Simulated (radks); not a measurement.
Spin polarisation of the 5d2 shell in Ce+. Start: [Xe] 4f(up 0.5, down 0.5) 5d(up 1, down 1); electrons of 5d are moved from spin down to spin up, other shells keep equal spins. All-electron calculation, non-relativistic Kohn-Sham, PBEsol, spin-polarised, spherical densities, point nucleus. Program: a radial shooting solver on a logarithmic mesh with Libxc functionals.

moment (Bohr magnetons)  E - E(0) (eV)  e(5d up) (eV)  e(5d down) (eV)  4f down minus up (eV)  5p down minus up (eV)  5s down minus up (eV)
0                                0.000         -7.439           -7.439                  0.000                 0.000                 0.000
0.5                             -0.037         -7.579           -7.285                  0.060                  0.213                  0.167
1                               -0.147         -7.704           -7.116                  0.119                  0.428                  0.336
1.5                             -0.331         -7.814           -6.930                  0.179                  0.644                  0.505
2                               -0.591         -7.911           -6.698                  0.240                  0.863                  0.677

At moment 2 the spin-polarisation energy is -0.591 eV and the 5d exchange splitting 1.213 eV, that is 0.607 eV per Bohr magneton; E = -I m^2/4 would give I = 0.591 eV.
